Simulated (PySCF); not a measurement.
Isomers of C7H13F, one conformer each; single-point electronic energies without zero-point terms and without any empirical dispersion term.

Computed with PySCF at PBE0/pcSseg-1, non-relativistic, each on one gas-phase PBE0-D3(BJ)/def2-SVP geometry that isn't relaxed in the solvent. The solvent is an IEF-PCM continuum (cavity from Bondi-type radii × 1.2). Only the electrostatic response of the medium enters.

| isomer | relative energy, gas (kcal/mol) | dipole (D) |
| --- | --- | --- |
| `C[C@@H]1[C@@H](C)CC[C@@H]1F` | 0.0 | 1.66 |
| `F[C@@H]1[C@@H]([C@@H](CC1)C)C` | 1.7 | 1.72 |
| `C=C(F)C[C@H](C)CC` | 18.8 | 1.42 |
| `CC(C)=C(C)CCF` | 21.4 | 2.21 |
| `CCC/C(C)=C/CF` | 22.6 | 2.52 |
| `C(=C)([C@H](CC)C)CF` | 24.1 | 2.06 |
| `CC(C)(C)[C@@H]1C[C@H]1F` | 26.3 | 1.83 |
| `C1[C@@H](C(C)(C)C)[C@H]1F` | 27.4 | 1.52 |

**Question.** How do the relative energies look in cyclohexane (ε = 2.017)?

**Answer.** 
```csv
isomer,"relative energy, solvent (kcal/mol)",E(solvent) − E(gas) (kcal/mol),dipole in solvent (D)
`C[C@@H]1[C@@H](C)CC[C@@H]1F`,0.0,-1.0,1.85
`F[C@@H]1[C@@H]([C@@H](CC1)C)C`,1.7,-0.9,1.91
`C=C(F)C[C@H](C)CC`,18.8,-1.0,1.57
`CC(C)=C(C)CCF`,21.1,-1.3,2.37
`CCC/C(C)=C/CF`,22.1,-1.5,2.74
`C(=C)([C@H](CC)C)CF`,23.9,-1.3,2.29
`CC(C)(C)[C@@H]1C[C@H]1F`,26.1,-1.2,1.99
`C1[C@@H](C(C)(C)C)[C@H]1F`,27.4,-1.0,1.68
```

The order is unchanged. Conformers: `[CH3:1][C@@H:2]1[C@@H:3]([CH3:4])[CH2:5][CH2:6][C@@H:7]1[F:8]` with C1–C2–C3–C4 67°, C2–C3–C5–C6 34°, C3–C5–C6–C7 -12°, C5–C6–C7–F8 101°; `[CH3:1][C@@H:2]1[C@H:3]([CH3:4])[CH2:5][CH2:6][C@@H:7]1[F:8]` with C1–C2–C3–C4 -48°, C2–C3–C5–C6 36°, C3–C5–C6–C7 -18°, C5–C6–C7–F8 110°; `[CH2:1]=[C:2]([F:3])[CH2:4][C@H:5]([CH3:6])[CH2:7][CH3:8]` with C1–C2–C4–C5 -118°, C2–C4–C5–C6 -169°, C4–C5–C7–C8 -172°; `[CH3:1][C:2]([CH3:3])=[C:4]([CH3:5])[CH2:6][CH2:7][F:8]` with C2–C4–C6–C7 95°, C4–C6–C7–F8 176°; `[CH3:1][CH2:2][CH2:3]/[C:4]([CH3:5])=[CH:6]/[CH2:7][F:8]` with C1–C2–C3–C4 177°, C2–C3–C4–C5 63°, C4–C6–C7–F8 132°; `[CH2:1]=[C:2]([CH2:3][F:4])[C@@H:5]([CH3:6])[CH2:7][CH3:8]` with C1–C2–C3–F4 -1°, C1–C2–C5–C6 114°, C2–C5–C7–C8 57°. `CCC/C(C)=C/CF` gains most from the continuum, and it has the largest gas-phase dipole. The gains span 0.6 kcal/mol, the gas-phase energies 27.4 kcal/mol.
